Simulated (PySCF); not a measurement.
PySCF input file for 5-methylidene-2H-1,3-oxazole (C4H5NO), SMILES C=C1C=NCO1, TDA-B3LYP/def2-SVPD. Geometry optimised at ωB97X-D3(BJ)/def2-SVP. One conformer was computed; it need not be the lowest.

```python
import numpy as np
from pyscf import gto, scf, dft, tdscf

mol = gto.M(
    atom='''
    C     0.05495044   -2.11092502    0.00000000
    C     0.01440005   -0.77473232   -0.00000000
    C    -1.16035810    0.12676532   -0.00000000
    N    -0.82900456    1.35576968    0.00000000
    C     0.61476852    1.39483870   -0.00000000
    O     1.09587045    0.04902310    0.00000000
    H    -0.87860691   -2.67579125   -0.00000001
    H     1.00510273   -2.64823701   -0.00000000
    H    -2.20160704   -0.21348732   -0.00000000
    H     0.98430704    1.91963148   -0.89798966
    H     0.98430703    1.91963148    0.89798965
    ''',
    basis='def2-SVPD',
    charge=0,
    spin=0,
    symmetry=True,
    max_memory=1600,
    verbose=4,
)
mf = dft.RKS(mol, xc='b3lyp').density_fit(auxbasis='def2-universal-jkfit')
mf.grids.level = 3
mf.conv_tol = 1e-9
mf.max_cycle = 100
mf.kernel()
mf.grids = dft.Grids(mol).set(level=1).build(with_non0tab=True)  # coarser grid for the response kernel
td = tdscf.TDA(mf)
td.singlet = True
td.nstates = 10
td.conv_tol = 1e-4
td.positive_eig_threshold = 1e-6
td.kernel(x0=td.get_init_guess(mf, 15))
td.analyze()
tt = tdscf.TDA(mf)
tt.singlet = False
tt.nstates = 4
tt.conv_tol = 1e-4
tt.positive_eig_threshold = 1e-6
tt.kernel(x0=tt.get_init_guess(mf, 9))
tt.analyze(verbose=3)
```

Program output:

```
PySCF version 2.14.0

[INPUT] verbose = 4
[INPUT] num. atoms = 11
[INPUT] num. electrons = 44
[INPUT] charge = 0
[INPUT] spin (= nelec alpha-beta = 2S) = 0
[INPUT] symmetry True subgroup None
[INPUT] Mole.unit = angstrom
[INPUT] Symbol           X                Y                Z      unit          X                Y                Z       unit  Magmom
[INPUT]  1 C      0.054950440000  -2.110925020000   0.000000000000 AA    0.103841282024  -3.989070157292   0.000000000000 Bohr   0.0
[INPUT]  2 C      0.014400050000  -0.774732320000   0.000000000000 AA    0.027212150680  -1.464031904649   0.000000000000 Bohr   0.0
[INPUT]  3 C     -1.160358100000   0.126765320000   0.000000000000 AA   -2.192759015421   0.239551736893   0.000000000000 Bohr   0.0
[INPUT]  4 N     -0.829004560000   1.355769680000   0.000000000000 AA   -1.566591574416   2.562033383189   0.000000000000 Bohr   0.0
[INPUT]  5 C      0.614768520000   1.394838700000   0.000000000000 AA    1.161744132804   2.635863130944   0.000000000000 Bohr   0.0
[INPUT]  6 O      1.095870450000   0.049023100000   0.000000000000 AA    2.070895018504   0.092640232777   0.000000000000 Bohr   0.0
[INPUT]  7 H     -0.878606910000  -2.675791250000  -0.000000010000 AA   -1.660326431050  -5.056512629008  -0.000000018897 Bohr   0.0
[INPUT]  8 H      1.005102730000  -2.648237010000   0.000000000000 AA    1.899368886753  -5.004442661837   0.000000000000 Bohr   0.0
[INPUT]  9 H     -2.201607040000  -0.213487320000   0.000000000000 AA   -4.160434339514  -0.403432565867   0.000000000000 Bohr   0.0
[INPUT] 10 H      0.984307040000   1.919631480000  -0.897989660000 AA    1.860070728081   3.627577757293  -1.696954520091 Bohr   0.0
[INPUT] 11 H      0.984307030000   1.919631480000   0.897989650000 AA    1.860070709184   3.627577757293   1.696954501194 Bohr   0.0

nuclear repulsion = 224.051830501539
point group symmetry = Cs
symmetry origin: [-4.29483121e-10  8.58966494e-10 -8.58966428e-10]
symmetry axis x: [ 1.00000000e+00 -1.21306977e-09 -3.16242390e-10]
symmetry axis y: [-1.21306977e-09 -1.00000000e+00 -1.00863120e-10]
symmetry axis z: [ 3.16242390e-10 -1.00863057e-10  1.00000000e+00]
num. orbitals of irrep A' = 112
num. orbitals of irrep A" = 51
number of shells = 69
number of NR pGTOs = 233
number of NR cGTOs = 163
basis = def2-SVPD
ecp = {}


******** <class 'pyscf.df.df_jk.DFSymAdaptedRKS'> ********
method = DFSymAdaptedRKS
initial guess = minao
damping factor = 0
level_shift factor = 0
DIIS = <class 'pyscf.scf.diis.CDIIS'>
diis_start_cycle = 1
diis_space = 8
diis_damp = 0
SCF conv_tol = 1e-09
SCF conv_tol_grad = None
SCF max_cycles = 100
direct_scf = False
XC library pyscf.dft.libxc version 7.1.2
    S. Lehtola, C. Steigemann, M. J. T. Oliveira, and M. A. L. Marques,  SoftwareX 7, 1–5 (2018)
XC functionals = b3lyp
    P. J. Stephens, F. J. Devlin, C. F. Chabalowski, and M. J. Frisch,  J. Phys. Chem. 98, 11623 (1994)
radial grids:
    Treutler-Ahlrichs [JCP 102, 346 (1995); DOI:10.1063/1.469408] (M4) radial grids

becke partition: Becke, JCP 88, 2547 (1988); DOI:10.1063/1.454033
pruning grids: <function nwchem_prune>
grids dens level: 3
symmetrized grids: True
atomic radii adjust function: <function treutler_atomic_radii_adjust>
small_rho_cutoff = 0
Freeze 0 electrons in irreps []
    44 free electrons in irreps A' A"
Set gradient conv threshold to 3.16228e-05
Initial guess from minao.
tot grids = 133496
******** <class 'pyscf.df.df.DF'> ********
auxbasis = def2-universal-jkfit
init E= -286.020206728578
HOMO (A") = -0.274013890294912  LUMO (A") = -0.11573795596828  gap/eV = 4.30691
cycle= 1 E= -285.107098569181  delta_E= 0.913  |g|= 0.575  |ddm|=  5.6
HOMO (A") = -0.178671590123144  LUMO (A") = -0.0395411601923745  gap/eV = 3.78593
cycle= 2 E= -285.020308006029  delta_E= 0.0868  |g|= 0.886  |ddm|= 1.98
HOMO (A") = -0.234457367357421  LUMO (A") = -0.050468144495446  gap/eV = 5.00660
cycle= 3 E= -285.172097882854  delta_E= -0.152  |g|=  0.1  |ddm|= 1.12
HOMO (A") = -0.243696103310539  LUMO (A") = -0.0598484772378815  gap/eV = 5.00275
cycle= 4 E= -285.173729609129  delta_E= -0.00163  |g|= 0.0521  |ddm|= 0.198
HOMO (A") = -0.241136285731777  LUMO (A") = -0.059644027220303  gap/eV = 4.93866
cycle= 5 E= -285.174369560357  delta_E= -0.00064  |g|= 0.0193  |ddm|= 0.0955
HOMO (A") = -0.2406034107536  LUMO (A") = -0.0576136640013519  gap/eV = 4.97940
cycle= 6 E= -285.174466150446  delta_E= -9.66e-05  |g|= 0.00482  |ddm|= 0.0441
HOMO (A") = -0.240706173598081  LUMO (A") = -0.0579065921793775  gap/eV = 4.97423
cycle= 7 E= -285.174470809339  delta_E= -4.66e-06  |g|= 0.00128  |ddm|= 0.00914
HOMO (A") = -0.240796728449938  LUMO (A") = -0.0579648593698339  gap/eV = 4.97511
cycle= 8 E= -285.174471150899  delta_E= -3.42e-07  |g|= 0.000456  |ddm|= 0.00227
HOMO (A") = -0.240792275219078  LUMO (A") = -0.0579630034889539  gap/eV = 4.97504
cycle= 9 E= -285.174471192274  delta_E= -4.14e-08  |g|= 0.000128  |ddm|= 0.000776
HOMO (A") = -0.240784877941106  LUMO (A") = -0.0579544202493041  gap/eV = 4.97507
cycle= 10 E= -285.174471196188  delta_E= -3.91e-09  |g|= 2.71e-05  |ddm|= 0.000208
HOMO (A") = -0.240785766965472  LUMO (A") = -0.0579552943248954  gap/eV = 4.97507
cycle= 11 E= -285.174471196363  delta_E= -1.75e-10  |g|= 4.84e-06  |ddm|= 6.06e-05
HOMO (A") = -0.240784801297322  LUMO (A") = -0.0579550524928188  gap/eV = 4.97505
Extra cycle  E= -285.174471196356  delta_E= 7.5e-12  |g|= 7.74e-06  |ddm|= 1.63e-05
converged SCF energy = -285.174471196356
tot grids = 43384
Overwritten attributes  positive_eig_threshold  of <class 'pyscf.tdscf.rks.TDA'>


******** <class 'pyscf.tdscf.rks.TDA'> for <class 'pyscf.df.df_jk.DFSymAdaptedRKS'> ********
nstates = 10 singlet
deg_eia_thresh = 1.000e-03
wfnsym = None
conv_tol = 0.0001
eigh lindep = 1e-12
eigh level_shift = 0
eigh max_cycle = 100


Excitation energies (eV)
[4.92351824 5.29519497 6.09774443 6.71725557 7.23616805 7.33537597
 7.40210279 7.55800899 7.75027213 7.76094434]

** Singlet excitation energies and oscillator strengths **
Excited State   1:   A'      4.92352 eV    251.82 nm  f=0.2650
      20 -> 23       -0.11175
      22 -> 23        0.66261
      22 -> 26       -0.17006
Excited State   2:   A"      5.29519 eV    234.14 nm  f=0.0050
      21 -> 23       -0.70312
Excited State   3:   A"      6.09774 eV    203.33 nm  f=0.0267
      22 -> 24       -0.70151
Excited State   4:   A"      6.71726 eV    184.58 nm  f=0.0000
      22 -> 25        0.70053
Excited State   5:   A"      7.23617 eV    171.34 nm  f=0.0096
      22 -> 27        0.69551
Excited State   6:   A'      7.33538 eV    169.02 nm  f=0.2402
      18 -> 23        0.22198
      22 -> 23       -0.12718
      22 -> 26       -0.61806
      22 -> 30        0.14133
Excited State   7:   A"      7.40210 eV    167.50 nm  f=0.0007
      19 -> 23       -0.69828
Excited State   8:   A"      7.55801 eV    164.04 nm  f=0.0003
      22 -> 28        0.69234
Excited State   9:   A'      7.75027 eV    159.97 nm  f=0.1106
      18 -> 23       -0.20218
      20 -> 23       -0.55867
      21 -> 24        0.28917
      21 -> 28        0.10426
Excited State  10:   A"      7.76094 eV    159.75 nm  f=0.0016
      22 -> 29        0.68209
      22 -> 31       -0.12353

** Transition electric dipole moments (AU) **
state          X           Y           Z        Dip. S.      Osc.
  1        -0.0157      1.4822     -0.0000      2.1970      0.2650
  2         0.0000      0.0000      0.1958      0.0383      0.0050
  3         0.0000      0.0000     -0.4227      0.1787      0.0267
  4         0.0000      0.0000     -0.0117      0.0001      0.0000
  5         0.0000      0.0000     -0.2330      0.0543      0.0096
  6        -0.1667     -1.1441      0.0000      1.3367      0.2402
  7        -0.0000      0.0000      0.0617      0.0038      0.0007
  8         0.0000      0.0000     -0.0398      0.0016      0.0003
  9         0.0995     -0.7567      0.0000      0.5826      0.1106
 10        -0.0000      0.0000      0.0919      0.0084      0.0016

** Transition velocity dipole moments (imaginary part, AU) **
state          X           Y           Z        Dip. S.      Osc.
  1        -0.0103      0.0117     -0.0000      0.0002      0.0009
  2         0.0000     -0.0000     -0.0120      0.0001      0.0005
  3         0.0000      0.0000     -0.0759      0.0058      0.0172
  4         0.0000     -0.0000     -0.0213      0.0005      0.0012
  5         0.0000      0.0000     -0.0790      0.0062      0.0156
  6         0.0193     -0.1457     -0.0000      0.0216      0.0534
  7        -0.0000      0.0000      0.0303      0.0009      0.0022
  8         0.0000      0.0000     -0.0434      0.0019      0.0045
  9        -0.0049     -0.0113      0.0000      0.0002      0.0004
 10        -0.0000      0.0000      0.0216      0.0005      0.0011

** Transition magnetic dipole moments (imaginary part, AU) **
state          X           Y           Z
  1        -0.0000      0.0000      0.7365
  2        -0.4931     -0.5928      0.0000
  3        -0.3644      0.0052     -0.0000
  4        -0.5090      0.1352      0.0000
  5        -0.1560      0.0714     -0.0000
  6         0.0000      0.0000      0.3132
  7         0.1416      0.3935     -0.0000
  8         0.0443     -0.3214     -0.0000
  9         0.0000     -0.0000     -0.8089
 10         0.3659      0.4274     -0.0000


******** <class 'pyscf.tdscf.rks.TDA'> for <class 'pyscf.df.df_jk.DFSymAdaptedRKS'> ********
nstates = 4 triplet
deg_eia_thresh = 1.000e-03
wfnsym = None
conv_tol = 0.0001
eigh lindep = 1e-12
eigh level_shift = 0
eigh max_cycle = 100


Excitation energies (eV)
[3.04293608 4.45467856 5.1630786  5.98673257]

** Triplet excitation energies and oscillator strengths **
Excited State   1:   A'      3.04294 eV    407.45 nm  f=0.0000
Excited State   2:   A"      4.45468 eV    278.32 nm  f=0.0000
Excited State   3:   A'      5.16308 eV    240.14 nm  f=0.0000
Excited State   4:   A"      5.98673 eV    207.10 nm  f=0.0000
```

Self-consistency was reached.

Cost: roughly 2.4 core-minutes.
